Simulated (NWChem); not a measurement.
System: Si2H3F3; SMILES F[SiH2][SiH](F)F

The following NWChem deck was run.

```
start job
memory heap 200 mb stack 900 mb global 1100 mb
geometry units angstroms noautosym nocenter noautoz
  Si    -0.090122    -1.306880    -0.528619
  F      0.715743    -2.327034     0.478967
  Si    -0.003239     0.857814     0.390972
  F     -0.902056     1.811175    -0.588818
  F      1.534936     1.404804     0.332212
  H      0.566836    -1.326381    -1.879289
  H     -1.513876    -1.773738    -0.645679
  H     -0.498675     1.029022     1.794628
end
basis spherical
  * library def2-svpd
end
dft
  xc b3lyp
  iterations 150
end
property
  response 1 0.0773
end
task dft property
```

NWChem printed, in part:

```
             Northwest Computational Chemistry Package (NWChem) 7.3.0
             --------------------------------------------------------

                             Geometry "geometry" -> ""
                             -------------------------

 Output coordinates in angstroms (scale by  1.889725989 to convert to a.u.)

  No.       Tag          Charge          X              Y              Z
 ---- ---------------- ---------- -------------- -------------- --------------
    1 Si                  14.0000    -0.09012200    -1.30688000    -0.52861900
    2 F                    9.0000     0.71574300    -2.32703400     0.47896700
    3 Si                  14.0000    -0.00323900     0.85781400     0.39097200
    4 F                    9.0000    -0.90205600     1.81117500    -0.58881800
    5 F                    9.0000     1.53493600     1.40480400     0.33221200
    6 H                    1.0000     0.56683600    -1.32638100    -1.87928900
    7 H                    1.0000    -1.51387600    -1.77373800    -0.64567900
    8 H                    1.0000    -0.49867500     1.02902200     1.79462800

 Effective nuclear repulsion energy (a.u.)     300.2949177621

                              NWChem Property Module
                              ----------------------

                                 NWChem DFT Module
                                 -----------------

 Summary of "ao basis" -> "ao basis" (spherical)
 ------------------------------------------------------------------------------
       Tag                 Description            Shells   Functions and Types
 ---------------- ------------------------------  ------  ---------------------
 Si                        def2-svpd                10       24   5s3p2d
 F                         def2-svpd                 9       23   4s3p2d
 H                         def2-svpd                 4        8   2s2p

            General Information
            -------------------
          SCF calculation type: DFT
          Wavefunction type:  closed shell.
          No. of atoms     :     8
          No. of electrons :    58
           Alpha electrons :    29
            Beta electrons :    29
          Charge           :     0
          Spin multiplicity:     1
          Use of symmetry is: off; symmetry adaption is: off
          Maximum number of iterations: 150
          AO basis - number of functions:   141
                     number of shells:    59
          Convergence on energy requested:  1.00D-06
          Convergence on density requested:  1.00D-05
          Convergence on gradient requested:  5.00D-04

              XC Information
              --------------
                         B3LYP Method XC Potential
                     Hartree-Fock (Exact) Exchange  0.200
                        Slater Exchange Functional  0.800 local
                    Becke 1988 Exchange Functional  0.720 non-local
              Lee-Yang-Parr Correlation Functional  0.810
                  VWN I RPA Correlation Functional  0.190 local

             Grid Information
             ----------------
          Grid used for XC integration:  medium
          Radial quadrature: Mura-Knowles
          Angular quadrature: Lebedev.
          Tag              B.-S. Rad. Rad. Pts. Rad. Cut. Ang. Pts.
          ---              ---------- --------- --------- ---------
          Si                  1.10       88          11.0       590
          F                   0.50       49          13.0       434
          H                   0.35       45          12.0       434
          Grid pruning is: on
          Number of quadrature shells:   458
          Spatial weights used:  Erf1

      Superposition of Atomic Density Guess
      -------------------------------------

 Sum of atomic energies:        -876.86728384

      Non-variational initial energy
      ------------------------------

 Total energy =    -877.693547
 1-e energy   =   -1817.827593
 2-e energy   =     639.839128
 HOMO         =      -0.313469
 LUMO         =      -0.010459

   convergence    iter        energy       DeltaE   RMS-Dens  Diis-err
 ---------------- ----- ----------------- --------- --------- ---------
 d= 0,ls=0.0,diis     1   -880.0001349728 -1.18D+03  1.64D-02  1.13D+00
 d= 0,ls=0.0,diis     2   -879.8437592157  1.56D-01  7.47D-03  3.34D+00
 d= 0,ls=0.0,diis     3   -880.1323877285 -2.89D-01  1.27D-03  1.64D-02
 d= 0,ls=0.0,diis     4   -880.1336899918 -1.30D-03  4.47D-04  2.73D-03
 d= 0,ls=0.0,diis     5   -880.1339392715 -2.49D-04  1.05D-04  6.02D-04
  Resetting Diis
 d= 0,ls=0.0,diis     6   -880.1339880966 -4.88D-05  2.72D-05  1.51D-05
 d= 0,ls=0.0,diis     7   -880.1339896946 -1.60D-06  8.68D-06  3.15D-07
 d= 0,ls=0.0,diis     8   -880.1339896912  3.41D-09  3.42D-06  5.07D-07

         Total DFT energy =     -880.133989691227
      One electron energy =    -1819.559383555265
           Coulomb energy =      713.540852579752
    Exchange-Corr. energy =      -74.410376477794
 Nuclear repulsion energy =      300.294917762078

 Numeric. integr. density =       57.999988911441

                       DFT Final Molecular Orbital Analysis
                       ------------------------------------

 Vector   27  Occ=2.000000D+00  E=-4.123573D-01
              MO Center= -1.8D-02,  6.6D-01,  5.8D-01, r^2= 3.9D+00
   Bfn.  Coefficient  Atom+Function         Bfn.  Coefficient  Atom+Function
  ----- ------------  ---------------      ----- ------------  ---------------
   134      0.301019  8 H  s                 78      0.268512  4 F  pz
   101      0.233060  5 F  pz                50      0.230311  3 Si s
    51      0.178993  3 Si s                 81     -0.173938  4 F  pz
    31      0.169927  2 F  pz                99     -0.166591  5 F  px
   104     -0.154782  5 F  pz                58      0.140387  3 Si pz

 Vector   28  Occ=2.000000D+00  E=-3.678276D-01
              MO Center= -2.4D-01, -1.5D+00, -8.3D-01, r^2= 2.5D+00
   Bfn.  Coefficient  Atom+Function         Bfn.  Coefficient  Atom+Function
  ----- ------------  ---------------      ----- ------------  ---------------
   126     -0.322364  7 H  s                118      0.313189  6 H  s
    29      0.238142  2 F  px                12      0.234827  1 Si px
     9      0.223200  1 Si px                32     -0.164520  2 F  px
    14     -0.136917  1 Si pz                31     -0.133151  2 F  pz
    11     -0.127734  1 Si pz                 6     -0.123981  1 Si px

 Vector   29  Occ=2.000000D+00  E=-3.198151D-01
              MO Center= -7.8D-02, -1.7D-01,  5.4D-02, r^2= 3.6D+00
   Bfn.  Coefficient  Atom+Function         Bfn.  Coefficient  Atom+Function
  ----- ------------  ---------------      ----- ------------  ---------------
   134     -0.230003  8 H  s                 10      0.227422  1 Si py
    57     -0.216799  3 Si py                13      0.196629  1 Si py
    30      0.170350  2 F  py                58     -0.158002  3 Si pz
    77     -0.157793  4 F  py                60     -0.152396  3 Si py
    50      0.150407  3 Si s                118     -0.150574  6 H  s

 Vector   30  Occ=0.000000D+00  E=-5.799013D-02
              MO Center= -1.4D-01, -5.4D-01, -1.7D-01, r^2= 4.7D+00
   Bfn.  Coefficient  Atom+Function         Bfn.  Coefficient  Atom+Function
  ----- ------------  ---------------      ----- ------------  ---------------
     5      0.461162  1 Si s                 14      0.389609  1 Si pz
    12      0.348735  1 Si px                61      0.332943  3 Si pz
    52     -0.321366  3 Si s                 13     -0.215905  1 Si py
    59      0.215667  3 Si px                28     -0.192926  2 F  s
    68     -0.187727  3 Si d -1              27     -0.176811  2 F  s

 Vector   31  Occ=0.000000D+00  E=-3.367169D-02
              MO Center= -6.8D-02,  8.5D-02,  1.8D-01, r^2= 4.7D+00
   Bfn.  Coefficient  Atom+Function         Bfn.  Coefficient  Atom+Function
  ----- ------------  ---------------      ----- ------------  ---------------
    52      0.499044  3 Si s                 59      0.466526  3 Si px
    98     -0.297090  5 F  s                135      0.235053  8 H  s
    61     -0.231736  3 Si pz                12      0.227019  1 Si px
    20      0.224523  1 Si d -2             105      0.216517  5 F  px
   127      0.205629  7 H  s                 56      0.203506  3 Si px

 Vector   32  Occ=0.000000D+00  E= 7.244602D-03
              MO Center= -4.2D-01, -8.0D-01, -8.8D-01, r^2= 8.1D+00
   Bfn.  Coefficient  Atom+Function         Bfn.  Coefficient  Atom+Function
  ----- ------------  ---------------      ----- ------------  ---------------
     4      2.886412  1 Si s                  5     -2.616058  1 Si s
    51     -1.379349  3 Si s                 98      0.602687  5 F  s
   119     -0.425934  6 H  s                 75      0.403125  4 F  s
     3      0.367204  1 Si s                 61      0.360452  3 Si pz
    83     -0.335882  4 F  py               127     -0.335830  7 H  s

     Multipole analysis of the density
     ---------------------------------

     L   x y z        total         alpha         beta         nuclear
     -   - - -        -----         -----         ----         -------
     0   0 0 0     -0.000000    -29.000000    -29.000000     58.000000

     1   1 0 0     -0.514630     -9.124701     -9.124701     17.734772
     1   0 1 0     -0.279135      0.198236      0.198236     -0.675607
     1   0 0 1     -0.020475      0.609734      0.609734     -1.239942

     2   2 0 0    -33.884978    -81.424928    -81.424928    128.964878
     2   1 1 0      1.033482     13.474820     13.474820    -25.916157
     2   1 0 1     -1.253658    -22.270195    -22.270195     43.286732
     2   0 2 0    -36.105045   -261.237520   -261.237520    486.369994
     2   0 1 1      2.616865     -6.588549     -6.588549     15.793962
     2   0 0 2    -30.937535    -50.107745    -50.107745     69.277954

 *** CALLING NEW AORESP DRIVER FOR CLOSED AND OPEN SHELLS ***
 Entering AOResponse driver routine

--------------------------------------------------------------------------------

          -----------------------------------------------
          Solving response equations for perturbing field
          -----------------------------------------------

 number of frequencies:     1
 frequency in a.u.:  0.7730000E-01
 Perturbing field: electric
 Using El. Dipole Length Gauge

 Setting up CPKS with frequency omega =      0.07730000 a.u.

                            NWChem Dynamic CPHF Module
                            --------------------------

    scftype = RHF
    nclosed =   29
      nopen =    0
  variables =     6496
  num. vecs =        3
  tolerance =   1.0D-04
  max. iter =   50

 SCF residual:    1.9452831440187860E-004

Iterative solution of linear equations
  No. of variables     6496
  No. of equations        3
  Maximum subspace       30
       Convergence  1.0D-04

   iter   nsub   residual    time
   ----  ------  --------  ---------
     1      3    1.88D+00      27.4
     2      6    1.58D+00      35.3
     3      9    5.41D-01      43.4
     4     12    2.37D-02      51.6
     5     15    2.56D-02      59.9
     6     18    1.39D-03      68.2
     7     21    2.01D-04      76.5
     8     24    2.95D-05      84.7

 Electric Dipole Response Matrix (nonzero elements):

              1        2        3
    1   51.0732   1.0710  -0.7413
    2    1.0710  60.3812   7.0041
    3   -0.7413   7.0041  55.3155

 ------------------------------------------
 average:        55.58994 + I       0.00000

 DFT Linear Response polarizability / au
 Frequency  =       0.0773000 / au
 Wavelength =     589.4353558 / nm
              X              Y              Z
 -----------------------------------------------
 X      51.0731872      1.0710088     -0.7412536
 Y       1.0709887     60.3811592      7.0041176
 Z      -0.7412662      7.0041278     55.3154601
 -----------------------------------------------
 Eigenvalues =      51.9945345     65.3107091     49.4645628
 Isotropic   =      55.5899355
 Anisotropic =      14.7448570
 -----------------------------------------------

 Magnetic Dipole Response Matrix (nonzero elements):
```

Level: B3LYP/def2-SVPD. Coordinates come from a PBE-D3(BJ)/def2-SVP optimisation.
